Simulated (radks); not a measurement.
Results of a calculation; reference values are marked as such.
Ar10+, 8 electrons, occupied as [He] 2s2 2p4 (the NIST ground configuration). Level of theory: scalar-relativistic Kohn-Sham, PBEsol, spin-polarised, spherical densities, finite nucleus; open shells are filled with parallel spins first; Fermi nuclear charge, rms radius 3.4274 fm (a radial shooting solver on a logarithmic mesh with Libxc functionals).

Unscreened Slater integrals over Kohn-Sham orbitals (hartree). They are taken over the spin-up orbitals.

integral,value
"F0(2p,2p)",2.6343
"F2(2p,2p)",1.2445
"F0(2p,2s)",2.4398
"G1(2p,2s)",1.4180
"F0(2p,1s)",3.6141
"G1(2p,1s)",0.59356
"F0(2s,2s)",2.3134
"F0(2s,1s)",3.2484
"G0(2s,1s)",0.29522
"F0(1s,1s)",10.979

Derived for the open shells (J is the average intra-shell exchange parameter used in DFT+U). 2p: J = F2/5 = 0.2489 hartree; in LS coupling 1D lies 6 F2/25 = 0.2987 hartree above 3P.
